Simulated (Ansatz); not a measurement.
```yaml
crystal:
  periodic: [false, false, false]
  atoms:
    - {symbol: Ru, position_ang: [0.196764, -0.256565, 0.288612]}
    - {symbol: O, position_ang: [-1.406459, -0.521604, 0.170008]}
    - {symbol: O, position_ang: [1.209695, 0.778169, -0.458620]}
basis:
  gaussian: {orbitals: def2-TZVP}
total_charge: 1
magnetization: {spin_polarized: true, initial_magnetization: 1}
hamiltonian: {xc: {name: LC-wPBE}}
scf: {omitted_lower_state_checks: [starts]}
output: {forces: true}
```

```sh
$ ansatz run in.yaml --threads 4 --pin off --events-out ev --progress --plain --max-ram 3916MiB
```

Shortened log:

```
Functional definition: LC-wPBE
656 factors; their error is unknown
174 factors; integrals over basis functions are off by at most 6.5e-5 eV
mean field evaluation 1: about -6649.5241 eV, gradient 7.0e1 eV
mean field evaluation 2: about -6591.4250 eV, gradient 1.5e2 eV
mean field evaluation 4: about -6663.9440 eV, gradient 2.8e0 eV
mean field evaluation 8: about -6664.0027 eV, gradient 2.0e-1 eV
mean field evaluation 16: about -6664.0008 eV, gradient 7.8e-3 eV
mean field evaluation 32: about -6664.0008 eV, gradient 7.1e-5 eV
mean field -6664.00080094 eV, -244.8975124126 hartree, gradient 6.4e-6 eV, S^2 0.758903; 0 other end points of the search recorded, 0 dependent functions left out
reference -6664.00080095 eV, -244.8975124128 hartree; 16, 15 occupied and 86, 87 virtual orbitals, 656 factors
Total energy: -6664.00080095 eV, -244.8975124128 hartree
Atom 0 at     0.196764    -0.256565     0.288612 Å, force    -0.373186     0.494574    -0.554940 eV/Å
Atom 1 at    -1.406459    -0.521604     0.170008 Å, force     0.977442     0.146526     0.086587 eV/Å
Atom 2 at     1.209695     0.778169    -0.458620 Å, force    -0.604256    -0.641100     0.468353 eV/Å
Dipole moment:     0.287463    -0.374984     0.421795 e Å
Checks for a lower state left out: starts
```

Hardware: 4 threads of Arm Neoverse V1 on a shared host. Wall time 3.5 s.

In the def2 sets Ru takes a core potential; there is no spin–orbit coupling. LC-ωPBE has ω = 0.4 bohr⁻¹.

The dipole of an ion depends on the origin.
